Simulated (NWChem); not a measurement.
System: WSOCl₂; SMILES [O]=[W](=[S])([Cl])[Cl]

NWChem input:

```
start job
memory heap 200 mb stack 900 mb global 1100 mb
geometry units angstroms noautoz
  W      0.019496     0.135855     0.000000
  O      0.148707     1.818215     0.000000
  S      2.000539    -0.627540     0.000000
  Cl    -1.010938    -0.507862    -1.910473
  Cl    -1.010938    -0.507862     1.910473
end
basis spherical
  W library def2-svp
  O library def2-svp
  S library def2-svp
  Cl library def2-svp
end
ecp
  W library def2-ecp
end
dft
  xc xctpssh
  iterations 150
  mulliken
end
task dft energy
```

The geometry was optimised at PBE0/def2-SVP. def2 effective core potentials on W; no spin-orbit coupling.

**Question.** Give the results of this calculation. (TPSSh/def2-SVP with def2 effective core potentials on W.) Quantities: energy (Ha); highest occupied level (eV); orbital gap (eV); dipole (D).

**Answer.** The energy (Ha) is -1460.70 and the highest occupied level (eV) comes out as -7.69. The orbital gap (eV) is 3.79. The dipole (D) is 1.36.
